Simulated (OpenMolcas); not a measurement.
## Cu3+: the spin-orbit constant, Racah parameters, worked from levels

```json
{
  "Program": "OpenMolcas 26.06",
  "Basis": "ANO-R2 [6s4p4d2f1g]",
  "Scalar Hamiltonian": "X2C, finite nucleus",
  "Active space": "8 electrons in 5 orbitals (3d)",
  "State averaging": "2S+1 = 3 even, 10 roots; 2S+1 = 1 even, 15 roots",
  "Spin-orbit coupling": "RASSI with atomic mean-field integrals over the reference wave functions, term energies averaged over their components"
}
```

Methods: CASSCF; SS-CASPT2, IPEA 0.25 Eh, imaginary shift 0.1 Eh (closed shells correlated: 3s 3p). Measured levels: Sugar and Musgrove, J. Phys. Chem. Ref. Data 19, 527 (1990).

**The spin-orbit constant.** For the Hund term ³F of d8, E(J) = (A/2) J(J+1) + constant and ζ = -2S·A = -2A. From J = 2 to J = 4 the energy changes by 7 A.

```
   Source  E(4) - E(2)       A    ζ
   CASSCF      -3078.3  -439.8  880
SS-CASPT2      -3045.6  -435.1  870
 measured      -3077.6  -439.7  879
```

All in cm-1. SS-CASPT2 is off by -1.0 % and CASSCF by 0 %. Both methods take the spin-orbit matrix elements from the reference wave functions, so the second can move ζ only through the term energies and any multistate remixing. Second-order mixing with other terms is absorbed into this ζ.

**Racah parameters.** Above ³F, d8 has ³P at 15B, ¹G at 12B + 2C and ¹D at 5B + 2C. The first two fix B and C, and the third tests them; where it misses by thousands of cm-1, two parameters do not describe the configuration (Trees and configuration-interaction terms are left out) and B and C hang on the terms chosen. Term energies are centres of gravity, weighted by 2J + 1.

```tsv
Source	³P	¹G	B	C	C/B	¹D from B, C	¹D found
CASSCF	22685	29061	1512	5456	3.61	18472	18266
SS-CASPT2	18716	25670	1248	5349	4.29	16938	14333
measured	18557	25560	1237	5357	4.33	16899	14895
```

Energies in cm-1. From CASSCF to SS-CASPT2, B changes by -17.5 % and C by -2.0 %. Against the measured terms, SS-CASPT2 has B off by +0.9 % and C by -0.1 %.

CASPT2 breaks the degeneracy within a term, and the mean is taken; among the terms shown or strongly mixed into the levels shown the widest spread is 730 cm-1 (3d⁸ ³F, SS-CASPT2). Without dynamic correlation excited terms often stand tens of per cent too high (terms of higher spin than the ground term too low), and those without a measured partner can miss by more than the paired ones (holds for CASSCF). Measured partners are found by configuration, term and J. A level has none where our copy of the source lacks it or the pairing is in doubt (some pairs that miss far off the trend of their configuration count as doubtful), and it then counts in no deviation. Levels of configurations outside the active space are missing.
